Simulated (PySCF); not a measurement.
These 3 structures share the formula C3H7FOSi. Computed with PBE0-D3(BJ)/def2-SVP geometry optimisation, gas phase (PySCF 2.14.0). One conformer each; no zero-point energy, no entropy. No frequencies were run at this level. Point groups hold within 0.08 Å.

Question: Order them by energy at this level, lowest first, and give relative energies in kcal/mol.
A. `[CH3:1][C@@H:2]1[O:3][SiH2:4][C@@H:5]1[F:6]` with C1–C2–O3–Si4 -112°, C2–O3–Si4–C5 -7°, O3–Si4–C5–F6 122°, C1–C2–C5–Si4 112°
B. `C[Si@@H]1OC[C@@H]1F`
C. `[O:1]=[CH:2][C@@H:3]([F:4])[CH2:5][SiH3:6]` with O1–C2–C3–F4 -165°, C2–C3–C5–Si6 57°

Answer: B (0.0), A (6.6), C (18.4).

As drawn, the lowest has a four-membered ring and an Si–O bond, which the highest lacks; the highest has a C=O bond, which the lowest lacks.

```csv
SMILES,E (Eh),E rel (kcal/mol),dipole (D),point group,"A, B, C (MHz)"
C[Si@@H]1OC[C@@H]1F,-582.35363,0.0,1.13,C1,"3758, 2805, 1932"
C[C@@H]1O[SiH2][C@@H]1F,-582.34307,6.6,0.87,C1,"3788, 2988, 1953"
O=C[C@@H](F)C[SiH3],-582.32423,18.4,1.19,C1,"4084, 2015, 1423"
```
